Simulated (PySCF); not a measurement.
# Two-component Hartree-Fock for Zn (zinc, neutral)

Start: [Ar] 3d10 4s1 5s1; 4s1/2 filled at m_j = +1/2; 5s1/2 filled at m_j = +1/2. Calculated with PySCF 2.14 in x2c-SVPall-2c with one added diffuse shell each of s, d type (6s5p4d1f, 48 functions): generalised Hartree-Fock with the X2C-1e Hamiltonian and a Gaussian nucleus; one run each with spin-orbit coupling (SO) switched off, then screened by Boettger's factors. This is a chosen level, not necessarily the ground level.

| spinor shell | electrons | ε, spin-free (eV) | ε, screened SO (eV) | weight of nominal j (screened SO) | rms radius, screened SO (bohr) |
| --- | --- | --- | --- | --- | --- |
| 1s1/2 | 2 | -9732.3 | -9732.2 | 1.000 | 0.0581 |
| 2s1/2 | 2 | -1238.4 | -1238.4 | 1.000 | 0.245 |
| 2p1/2 | 2 | -1070.3 | -1086.7 | 1.000 | 0.217 |
| 2p3/2 | 4 | -1070.3 | -1062.3 | 1.000 | 0.220 |
| 3s1/2 | 2 | -163.23 | -163.23 | 1.000 | 0.732 |
| 3p1/2 | 2 | -111.05 | -113.28 | 1.000 | 0.773 |
| 3p3/2 | 4 | -111.05 | -109.96 | 1.000 | 0.781 |
| 3d3/2 | 4 | -26.268 | -26.516 | 0.998 | 0.998 |
| 3d5/2 | 6 | -26.268 | -26.104 | 0.999 | 1.00 |
| 4s1/2 | 1 | -13.187 | -13.187 | 1.000 | 2.71 |
| 5s1/2 | 1 | -2.555 | -2.555 | 1.000 | 8.18 |

```csv
quantity,spin-free,screened SO
E (hartree),-1793.75736,-1793.79705
M_J,1,1
⟨J²⟩,2.001,2.001
⟨L²⟩,0.000,0.001
⟨S²⟩,2.001,2.002
```

Each row is a mean over spinors that exchange with the open shell spreads, by up to 0.310 eV (3s1/2).

Without spin-orbit coupling the j labels of p, d and f shells carry no meaning; the spin-free column gives the mean over the occupied spinors of each nl shell.
